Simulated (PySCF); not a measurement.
I4Zr (SMILES [I][Zr]([I])([I])[I]), singlet, geometry from GFN2-xTB (such geometries of metal compounds can be far from the true shape) (core potentials on I, Zr); PySCF with BLYP/def2-SVP.

The PySCF input:
```python
from pyscf import gto, scf, dft

mol = gto.M(
    atom='''
Zr   -0.000000    0.000000   -0.000000
I     2.185457   -0.649465   -1.611235
I     0.865279    0.403455    2.623475
I    -1.198477    2.334034   -0.953962
I    -1.852259   -2.088024   -0.058278
''',
    basis='def2-svp',
    ecp={'I': 'def2-svp', 'Zr': 'def2-svp'},
    charge=0,
    spin=0,
    verbose=4,
)

mf = dft.RKS(mol)
mf.xc = 'blyp'
mf.kernel()
```

The log (banner, timings and long lists left out):

```
PySCF version 2.14.0

[INPUT] verbose = 4
[INPUT] num. atoms = 5
[INPUT] num. electrons = 112
[INPUT] charge = 0
[INPUT] spin (= nelec alpha-beta = 2S) = 0
[INPUT] symmetry False subgroup None
[INPUT] Mole.unit = angstrom
[INPUT] Symbol           X                Y                Z      unit          X                Y                Z       unit  Magmom
[INPUT]  1 Zr     0.000000000000   0.000000000000   0.000000000000 AA    0.000000000000   0.000000000000   0.000000000000 Bohr   0.0
[INPUT]  2 I      2.185457000000  -0.649465000000  -1.611235000000 AA    4.129915187014  -1.227310977491  -3.044792872314 Bohr   0.0
[INPUT]  3 I      0.865279000000   0.403455000000   2.623475000000 AA    1.635140331338   0.762419453586   4.957649244643 Bohr   0.0
[INPUT]  4 I     -1.198477000000   2.334034000000  -0.953962000000 AA   -2.264793296590   4.410685025423  -1.802726913242 Bohr   0.0
[INPUT]  5 I     -1.852259000000  -2.088024000000  -0.058278000000 AA   -3.500262221761  -3.945793501519  -0.110129459087 Bohr   0.0

nuclear repulsion = 662.733165606357
number of shells = 51
number of NR pGTOs = 301
number of NR cGTOs = 135
basis = def2-svp
ecp = {'I': 'def2-svp', 'Zr': 'def2-svp'}

******** <class 'pyscf.dft.rks.RKS'> ********
method = RKS
initial guess = minao
damping factor = 0
level_shift factor = 0
DIIS = <class 'pyscf.scf.diis.CDIIS'>
diis_start_cycle = 1
diis_space = 8
diis_damp = 0
SCF conv_tol = 1e-09
SCF conv_tol_grad = None
SCF max_cycles = 50
direct_scf = True
direct_scf_tol = 1e-13
XC library pyscf.dft.libxc version 7.1.2
    S. Lehtola, C. Steigemann, M. J. T. Oliveira, and M. A. L. Marques,  SoftwareX 7, 1–5 (2018)
XC functionals = blyp
    A. D. Becke,  Phys. Rev. A 38, 3098 (1988)
    C. Lee, W. Yang, and R. G. Parr,  Phys. Rev. B 37, 785 (1988)
    B. Miehlich, A. Savin, H. Stoll, and H. Preuss,  Chem. Phys. Lett. 157, 200 (1989)
radial grids:
    Treutler-Ahlrichs [JCP 102, 346 (1995); DOI:10.1063/1.469408] (M4) radial grids

becke partition: Becke, JCP 88, 2547 (1988); DOI:10.1063/1.454033
pruning grids: <function nwchem_prune>
grids dens level: 3
symmetrized grids: False
atomic radii adjust function: <function treutler_atomic_radii_adjust>
small_rho_cutoff = 0
Set gradient conv threshold to 3.16228e-05
Initial guess from minao.
tot grids = 110224
init E= -1105.55471535699
  HOMO = -1.91574534331543  LUMO = -1.75637323169712  gap/eV = 4.33674
cycle= 1 E= -1232.02084359842  delta_E= -126  |g|= 6.18  |ddm|= 18.1

WARN: HOMO 0.0282873365217315 == LUMO 0.0282883501134234

cycle= 2 E= -1223.13916032899  delta_E= 8.88  |g|= 7.02  |ddm|= 16.9
  HOMO = -0.0708747414275634  LUMO = 0.0596641654452084  gap/eV = 3.55214
cycle= 3 E= -1233.81132005191  delta_E= -10.7  |g|= 3.29  |ddm|= 9.98
  HOMO = -0.267272730987657  LUMO = -0.169927536624226  gap/eV = 2.64890
cycle= 4 E= -1237.63393746838  delta_E= -3.82  |g|= 0.83  |ddm|= 5.62
  HOMO = -0.217466450919149  LUMO = -0.116676224379485  gap/eV = 2.74264
cycle= 5 E= -1237.78072032412  delta_E= -0.147  |g|= 0.49  |ddm|= 1.67
  HOMO = -0.234144271336973  LUMO = -0.147983813866429  gap/eV = 2.34455
cycle= 6 E= -1237.85059604823  delta_E= -0.0699  |g|= 0.234  |ddm|= 0.897
  HOMO = -0.241438666377636  LUMO = -0.142823491291458  gap/eV = 2.68346
cycle= 7 E= -1237.86987529411  delta_E= -0.0193  |g|= 0.0658  |ddm|= 0.286
  HOMO = -0.240319234244405  LUMO = -0.139051826121701  gap/eV = 2.75563
cycle= 8 E= -1237.87068898015  delta_E= -0.000814  |g|= 0.0378  |ddm|= 0.109
  HOMO = -0.241666534589037  LUMO = -0.140277188465775  gap/eV = 2.75894
cycle= 9 E= -1237.87136483226  delta_E= -0.000676  |g|= 0.00456  |ddm|= 0.0692
  HOMO = -0.241692810086846  LUMO = -0.140203245601204  gap/eV = 2.76167
cycle= 10 E= -1237.87136878003  delta_E= -3.95e-06  |g|= 0.00349  |ddm|= 0.0115
  HOMO = -0.241757936190794  LUMO = -0.140023530151919  gap/eV = 2.76833
cycle= 11 E= -1237.87137397471  delta_E= -5.19e-06  |g|= 0.000377  |ddm|= 0.00608
  HOMO = -0.241779717095174  LUMO = -0.140040507968269  gap/eV = 2.76846
cycle= 12 E= -1237.87137404047  delta_E= -6.58e-08  |g|= 8.82e-05  |ddm|= 0.000633
  HOMO = -0.241782020330158  LUMO = -0.140042590807491  gap/eV = 2.76847
cycle= 13 E= -1237.87137404376  delta_E= -3.29e-09  |g|= 1.49e-05  |ddm|= 0.000148
  HOMO = -0.24178162841926  LUMO = -0.14004176610118  gap/eV = 2.76848
cycle= 14 E= -1237.87137404382  delta_E= -6.28e-11  |g|= 5.18e-06  |ddm|= 2.52e-05
  HOMO = -0.241782038678912  LUMO = -0.140041657726111  gap/eV = 2.76850
Extra cycle  E= -1237.8713740438  delta_E= 2.41e-11  |g|= 9.31e-06  |ddm|= 2.58e-05
converged SCF energy = -1237.8713740438
```
